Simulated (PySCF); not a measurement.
**Computed structure and properties of [Tb(CH3)2]+**

System: [Tb(CH3)2]+ (singlet in the valence; each metal's 4f electrons, 8 of them, lie in its core potential, out of spins and levels); start: displaced along the imaginary mode (C2). Method: PySCF 2.14.0, RKS PBE0, Tb lcecp-1-SVP with ECP54, C def2-SVP, H def2-SVP; non-relativistic Hamiltonian with scalar-relativistic core potentials where named; density fitting; no spin-orbit coupling.

Input of the relaxation:

```python
mol = gto.M(atom='''
Tb    -0.00000    -0.00000    -0.24332
C      1.72783    -0.01717     1.22944
H      2.72871     0.21413     0.75800
H      1.53534     0.74251     2.04772
H      1.80996    -1.02576     1.74055
C     -1.72783     0.01717     1.22944
H     -2.72871    -0.21413     0.75800
H     -1.53534    -0.74251     2.04772
H     -1.80996     1.02576     1.74055''',
    basis={'Tb': 'lcecp-1-SVP', 'C': 'def2-SVP', 'H': 'def2-SVP'},
    ecp={'Tb': 'lcecp-1-SVP'},
    charge=1, spin=0)
mf = dft.RKS(mol, xc='PBE0')
mf.grids.atom_grid = (50, 194)  # f atoms: unpruned, at least (60, 302)
mf = mf.density_fit()  # fitting sets: Tb AutoAux, C def2-universal-JKFIT, H def2-universal-JKFIT
mf.conv_tol = 1e-08; mf.max_cycle = 55
mf.kernel(dm0)  # dm0: converged density of the start geometry
# quasi-Newton relaxation in Cartesian coordinates to a largest gradient under 0.00045 Eh/bohr, steps kept in the point group
```

Run from Python with OMP_NUM_THREADS=2; the lines above give its settings. Where DIIS fails, smearing, a level shift and second-order steps follow.
It took 36 s on 2 threads of Intel(R) Xeon(R) Platinum 8259CL CPU @ 2.50GHz (Skylake/Cascade Lake), with other jobs on the host, from the converged density of the start.

Course of the relaxation:

```
step  energy above end (eV)  largest force component within the symmetry (eV/Å)
   0                 0.0621                                               0.725
   1                 0.0004                                               0.073
   2                 0.0002                                               0.054
   3                 0.0000                                               0.025
   4                 0.0000                                               0.004
```

Relaxed geometry (C2):

```xyz
9

Tb    0.0000    0.0000   -0.2392
C     1.7292   -0.0184    1.2305
H     2.7116    0.2133    0.7774
H     1.5483    0.7171    2.0379
H     1.8201   -1.0040    1.7279
C    -1.7292    0.0184    1.2305
H    -2.7116   -0.2133    0.7774
H    -1.5483   -0.7171    2.0379
H    -1.8201    1.0040    1.7279
```

| contact | Å |
| --- | --- |
| Tb1–C2 (CH3) | 2.269 |
| Tb1–C6 (CH3) | 2.269 |

On the finer grid (75, 302):

- HOMO: -11.70 eV
- LUMO: -7.06 eV
- Dipole about the centre of mass: 3.60 D
- Set of Mulliken populations of Tb1 outside the core potential: s 2.42, p 6.11, d 1.18, f 0.03
- D3(BJ) dispersion energy (not in the energies): -0.128 eV

```tsv
atom	Mulliken (e)	Löwdin (e)	spin (e)
Tb1	1.26	1.15	0.00
C2	-0.53	-0.33	0.00
H3	0.13	0.08	0.00
H4	0.14	0.09	0.00
H5	0.13	0.09	0.00
C6	-0.53	-0.33	0.00
H7	0.13	0.08	0.00
H8	0.14	0.09	0.00
H9	0.13	0.09	0.00
```

The 4f levels lie in the core potential and are missing. Their spin isn't counted.

On the grid (50, 194), as all that follows. Harmonic modes: a minimum within the noise of the softest modes; lowest 38 cm⁻¹ (negative: unstable), highest 3118 cm⁻¹, zero-point energy 1.800 eV.

Taking off one CH3 (charge -1, singlet; the rest: singlet) in vacuum, both parts rigid, costs 15.69 eV; the small basis without counterpoise inflates it. Most of it is the attraction of opposite charges; other ways to part are cheaper, and one spin state was tried for the rest.

Rigid scan of CH3 along the line from its metal:

distance to C2 (Å), energy (eV) and a bar:
```
     1.97      0.778 #######
     2.07      0.302 ###
     2.17      0.066 #
     2.27      0.000 
     2.37      0.051 
     2.47      0.182 ##
     2.67      0.581 ######
     2.97      1.304 #############
     3.37      2.221 #####################
     3.87      3.126 ##############################
```

One start shape was tried, so this needn't be the lowest isomer.

An lcecp potential fixes the number of 4f electrons, so in runs with it no electron can move into or out of that shell.
